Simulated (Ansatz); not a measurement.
Reaction (SMILES): CN[SiH3] → [SiH3] (SiH3) + C[NH] (the N-Si bond at the site shown breaks; other sites are not compared here)
Structures are relaxed separately at B3LYP-D3(BJ)/def2-TZVP in Ansatz (a program for electronic structure).

Wanted: bond dissociation energy (electronic energy difference), in kcal/mol. Correlated levels leave the core frozen unless marked. UHF or UKS for open shells. No spin-orbit coupling. Non-relativistic. Basis-set limits of correlation are two-point, X^-3; Hartree-Fock from the larger set. The bracket is a focal-point correction in the basis named.

| level | program | bond dissociation energy (kcal/mol) |
|---|---|---|
| PBE-D3(BJ)/def2-TZVPD | Ansatz + dftd3 | (withheld) |
| revPBE-D4/def2-TZVPD | Ansatz + dftd4 | 91.9 |
| revPBE/def2-TZVPD | Ansatz | 87.0 |
| r2SCAN-D3(BJ)/def2-TZVPD | Ansatz + dftd3 | 91.9 |
| BHLYP-D4/def2-TZVPD | Ansatz + dftd4 | (withheld) |
| RI-MP2/CBS(aug-cc-pV(T+d)Z,aug-cc-pV(Q+d)Z)+[CCSD(T)-MP2]/aug-cc-pV(T+d)Z | Ansatz | 101.1 |

Complete the blanks.


- PBE-D3(BJ)/def2-TZVPD, bond dissociation energy (kcal/mol): 94.6
- BHLYP-D4/def2-TZVPD, bond dissociation energy (kcal/mol): 94.7
